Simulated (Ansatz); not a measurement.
Process, species as SMILES: CC[N](C)[GeH3] → [CH2][N]([GeH3])CC + H atom (the C-H bond at the site shown breaks; other sites are not compared here)
Structures are relaxed separately at B3LYP-D3(BJ)/def2-TZVP in Ansatz (a program for electronic structure), one conformer each, not searched for the lowest.
Geometry of the first species:
SMILES: CC[N](C)[GeH3]
```xyz
16

C      2.3849    -0.0002    -0.2707
C      1.3470    -1.1065    -0.1619
N     -0.0063    -0.6758    -0.4928
C     -0.9269    -1.8017    -0.5410
Ge    -0.6752     0.8542     0.3220
H      3.3848    -0.4120    -0.1257
H      2.2405     0.7748     0.4848
H      2.3439     0.4721    -1.2534
H      1.6123    -1.9097    -0.8598
H      1.3938    -1.5538     0.8466
H     -1.9236    -1.4694    -0.8327
H     -0.5853    -2.5247    -1.2894
H     -1.0140    -2.3395     0.4173
H      0.1054     2.0849    -0.1612
H     -2.1476     0.9439    -0.1083
H     -0.5882     0.7805     1.8696
```

Property: bond dissociation energy (electronic energy difference), in kJ/mol. Cores are frozen in the correlated levels unless marked. Open shells are spin-unrestricted. Spin-orbit coupling is left out. Frozen are the shells of the preceding noble gas and the d and f shells that filled before the atom's block. Non-relativistic. CBS marks a two-point X^-3 extrapolation of the correlation energy; Hartree-Fock from the larger set.

| level | program | bond dissociation energy (kJ/mol) |
|---|---|---|
| BLYP-D4/def2-TZVPD | Ansatz + dftd4 | 386.3 |
| revPBE/def2-TZVPD | Ansatz | ___ |
| r2SCAN-D3(BJ)/def2-TZVPD | Ansatz + dftd3 | 387.7 |
| B3LYP-D3(BJ)/def2-TZVPD | Ansatz + dftd3 | ___ |
| PBE0/STO-3G | Ansatz | 514.3 |
| PBE0-D3(BJ)/def2-TZVP | Ansatz + dftd3 | ___ |
| PBE0-D3(BJ)/def2-TZVPD | Ansatz + dftd3 | ___ |
| BHLYP-D3(BJ)/def2-TZVPD | Ansatz + dftd3 | 396.0 |
| r2SCANh/def2-TZVPD | Ansatz | 387.9 |
| B2GP-PLYP-D4/def2-TZVPD | Ansatz + dftd4 | 397.1 |
| PBE-QIDH/def2-TZVPD | Ansatz | 396.9 |
| SCS-MP2/cc-pVDZ | Ansatz | 401.1 |
| CCSD/STO-3G | Ansatz | 484.2 |
| CCSD/6-31G* | Ansatz | 385.5 |
| CCSD/cc-pVDZ | Ansatz | 396.0 |
| CCSD(T)/CBS(cc-pVTZ,cc-pVQZ) | Ansatz | 409.7 |

Some entries are withheld; supply them.


- revPBE/def2-TZVPD, bond dissociation energy (kJ/mol): 376.9
- B3LYP-D3(BJ)/def2-TZVPD, bond dissociation energy (kJ/mol): 395.7
- PBE0-D3(BJ)/def2-TZVP, bond dissociation energy (kJ/mol): 392.0
- PBE0-D3(BJ)/def2-TZVPD, bond dissociation energy (kJ/mol): 391.5
